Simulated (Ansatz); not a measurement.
Steps of a relaxation of CH3NOSn with RKS PBE-D4/def2-SVP.

```sh
$ ansatz run in.yaml --threads 2 --pin off --events-out ev --progress --plain --max-ram 4352MiB
```

```yaml
crystal:
  periodic: [false, false, false]
  atoms:
    - {symbol: O, position_ang: [-0.733100, -2.221300, 0.709000]}
    - {symbol: C, position_ang: [-0.267200, -1.077800, 0.379200]}
    - {symbol: N, position_ang: [0.955600, -0.181200, 0.364600]}
    - {symbol: Sn, position_ang: [-0.478900, 0.710400, -0.479500]}
    - {symbol: H, position_ang: [1.994400, -0.098600, 0.629400]}
    - {symbol: H, position_ang: [-1.141500, 2.003300, 0.552500]}
    - {symbol: H, position_ang: [-0.268100, 0.797200, -2.200900]}
basis:
  gaussian: {orbitals: def2-SVP}
hamiltonian: {xc: pbe, dispersion: d4}
relax: {f_tol: 0.03, max_steps: 200}
```

Positions (Å) and forces (eV/Å) along the path, 17 of 17 steps:

```xyz
7
step=1 energy=-10442.2439 eV
O    -0.733   -2.221    0.709    2.793    4.338   -0.890
C    -0.267   -1.078    0.379    0.306   -4.864    2.037
N     0.956   -0.181    0.365    2.664   -3.847    2.510
Sn   -0.479    0.710   -0.479   -4.373    5.009   -3.039
H     1.994   -0.099    0.629   -1.501   -0.871   -0.050
H    -1.141    2.003    0.552    0.212   -0.144   -0.625
H    -0.268    0.797   -2.201   -0.102    0.378    0.057
7
step=2 energy=-10443.6629 eV
O    -0.556   -2.246    0.779    0.812    1.760   -0.505
C    -0.222   -1.127    0.406    2.020   -1.008    1.058
N     0.943   -0.265    0.398   -0.839   -1.554    0.399
Sn   -0.570    0.763   -0.507   -1.288    0.855   -1.083
H     1.949   -0.267    0.697   -0.781   -0.676    0.059
H    -1.145    2.096    0.392    0.008    0.413    0.063
H    -0.339    0.978   -2.210    0.068    0.210    0.008
7
step=3 energy=-10444.1468 eV
O    -0.366   -2.241    0.831   -0.779   -1.044    0.215
C    -0.128   -1.139    0.441   -0.797   -1.761    0.482
N     0.861   -0.332    0.400    2.353    2.792   -0.455
Sn   -0.702    0.767   -0.553   -0.987    0.254   -0.425
H     1.837   -0.416    0.724   -0.177   -0.459    0.147
H    -1.122    2.207    0.337    0.221    0.078   -0.050
H    -0.319    1.087   -2.224    0.166    0.140    0.085
7
step=4 energy=-10444.3043 eV
O    -0.305   -2.329    0.892   -0.734    0.143   -0.296
C    -0.133   -1.218    0.467    1.808   -0.572    0.824
N     0.825   -0.314    0.377   -0.816    0.587   -0.510
Sn   -0.873    0.686   -0.577    0.050    0.805   -0.275
H     1.800   -0.366    0.700   -0.088   -0.409    0.147
H    -0.997    2.259    0.249   -0.093   -0.331   -0.007
H    -0.256    1.214   -2.155   -0.127   -0.224    0.118
7
step=5 energy=-10444.3909 eV
O    -0.327   -2.313    0.880   -0.465    0.386   -0.311
C    -0.107   -1.203    0.471    1.160   -0.562    0.605
N     0.843   -0.300    0.378   -0.701    0.503   -0.438
Sn   -0.860    0.737   -0.595    0.009    0.033   -0.010
H     1.809   -0.399    0.717   -0.005   -0.269    0.114
H    -1.033    2.244    0.304    0.031   -0.090   -0.084
H    -0.264    1.166   -2.199   -0.029   -0.001    0.124
7
step=6 energy=-10444.4611 eV
O    -0.322   -2.311    0.883   -0.283    0.389   -0.270
C    -0.055   -1.212    0.488    0.400   -0.633    0.426
N     0.839   -0.282    0.367   -0.241    0.270   -0.203
Sn   -0.919    0.742   -0.616    0.001   -0.189    0.028
H     1.792   -0.435    0.732    0.069    0.045    0.000
H    -1.013    2.242    0.284    0.027    0.078    0.007
H    -0.262    1.188   -2.184    0.026    0.041    0.013
7
step=7 energy=-10444.4990 eV
O    -0.336   -2.325    0.881   -0.134    0.282   -0.140
C    -0.017   -1.236    0.519    0.341   -0.186    0.139
N     0.830   -0.273    0.365   -0.212   -0.298    0.068
Sn   -0.966    0.731   -0.628   -0.063   -0.027   -0.019
H     1.790   -0.428    0.720    0.014    0.189   -0.073
H    -0.992    2.250    0.263    0.027    0.031    0.008
H    -0.247    1.214   -2.165    0.027    0.008    0.016
7
step=8 energy=-10444.5570 eV
O    -0.355   -2.365    0.905    0.104    0.523   -0.262
C     0.064   -1.314    0.556    0.417    0.096    0.196
N     0.797   -0.288    0.335   -0.214   -1.082    0.410
Sn   -1.087    0.724   -0.659   -0.010    0.374   -0.167
H     1.769   -0.364    0.708   -0.236    0.313   -0.240
H    -0.923    2.272    0.228   -0.014   -0.145   -0.016
H    -0.205    1.265   -2.120   -0.046   -0.080    0.080
7
step=9 energy=-10444.5844 eV
O    -0.379   -2.438    0.929    1.124    1.741   -0.535
C     0.191   -1.433    0.644   -0.266    0.132    0.042
N     0.734   -0.313    0.326    0.178   -2.568    1.185
Sn   -1.256    0.748   -0.722    0.413    0.925   -0.251
H     1.742   -0.272    0.662   -0.997    0.403   -0.545
H    -0.828    2.300    0.177   -0.188   -0.388   -0.079
H    -0.144    1.339   -2.062   -0.265   -0.244    0.183
7
step=10 energy=-10444.6628 eV
O    -0.383   -2.478    0.943    1.054    1.655   -0.517
C     0.182   -1.471    0.656   -0.554   -0.805    0.365
N     0.676   -0.362    0.326    1.913   -0.639    0.954
Sn   -1.227    0.803   -0.736   -0.034    0.439   -0.181
H     1.718   -0.141    0.605   -2.306   -0.405   -0.674
H    -0.802    2.285    0.236   -0.003   -0.189   -0.093
H    -0.103    1.295   -2.076   -0.071   -0.055    0.147
7
step=11 energy=-10444.7718 eV
O    -0.294   -2.568    1.002    0.540    1.442   -0.482
C     0.203   -1.533    0.705    0.133   -0.363    0.242
N     0.664   -0.415    0.366    0.526   -0.838    0.525
Sn   -1.302    0.906   -0.808    0.296    0.159    0.037
H     1.677   -0.182    0.591   -1.383   -0.198   -0.364
H    -0.787    2.339    0.179   -0.049   -0.120   -0.021
H    -0.101    1.386   -2.080   -0.063   -0.083    0.063
7
step=12 energy=-10444.8664 eV
O    -0.228   -2.575    1.030    0.195    0.080    0.041
C     0.238   -1.545    0.725   -0.628   -0.766    0.108
N     0.559   -0.425    0.325    0.486    0.404    0.005
Sn   -1.275    0.934   -0.811   -0.046    0.029   -0.039
H     1.517   -0.102    0.502   -0.085    0.253   -0.144
H    -0.728    2.304    0.226    0.043    0.000    0.017
H    -0.022    1.341   -2.042    0.034    0.001    0.013
7
step=13 energy=-10444.8916 eV
O    -0.176   -2.622    1.071    0.149    0.096    0.001
C     0.237   -1.578    0.736   -0.273   -0.106   -0.046
N     0.507   -0.448    0.308    0.243   -0.067    0.144
Sn   -1.286    0.961   -0.827    0.027    0.071   -0.027
H     1.437   -0.037    0.462   -0.145    0.074   -0.097
H    -0.672    2.298    0.221   -0.008   -0.025    0.046
H     0.013    1.358   -2.016    0.008   -0.043   -0.020
7
step=14 energy=-10444.8988 eV
O    -0.084   -2.672    1.115    0.155    0.682   -0.205
C     0.220   -1.596    0.749    0.081    0.069   -0.089
N     0.412   -0.451    0.301    0.071   -0.562    0.283
Sn   -1.277    1.021   -0.860   -0.005    0.059    0.019
H     1.304    0.063    0.370   -0.286   -0.230    0.017
H    -0.604    2.254    0.293   -0.005   -0.037   -0.094
H     0.090    1.313   -2.015   -0.012    0.018    0.069
7
step=15 energy=-10444.9065 eV
O    -0.018   -2.704    1.151    0.089    0.327   -0.103
C     0.235   -1.626    0.761   -0.022    0.066   -0.061
N     0.358   -0.486    0.294    0.024   -0.233    0.119
Sn   -1.277    1.062   -0.873   -0.019    0.020    0.004
H     1.215    0.078    0.339   -0.068   -0.136    0.037
H    -0.572    2.275    0.277   -0.001   -0.033   -0.031
H     0.119    1.333   -1.995   -0.003   -0.010    0.036
7
step=16 energy=-10444.9105 eV
O    -0.034   -2.683    1.134   -0.012   -0.036    0.010
C     0.230   -1.610    0.749    0.019   -0.013    0.012
N     0.374   -0.471    0.298   -0.008    0.057   -0.026
Sn   -1.287    1.049   -0.866    0.010    0.011   -0.001
H     1.248    0.060    0.349    0.007   -0.015    0.007
H    -0.584    2.270    0.271   -0.007   -0.003   -0.006
H     0.113    1.317   -1.980   -0.009   -0.002    0.003
7
step=17 energy=-10444.9106 eV
O    -0.037   -2.686    1.132   -0.005   -0.001   -0.002
C     0.231   -1.612    0.751    0.002   -0.003    0.003
N     0.379   -0.471    0.302   -0.017   -0.004   -0.003
Sn   -1.286    1.049   -0.865   -0.006   -0.001   -0.001
H     1.261    0.045    0.357    0.019    0.017   -0.002
H    -0.594    2.282    0.264    0.003   -0.005    0.001
H     0.106    1.325   -1.987    0.003   -0.004    0.005
```

It took 21 s on 2 threads of an Arm Neoverse V2 on a shared host, with 0.14 GiB of host memory at the peak.
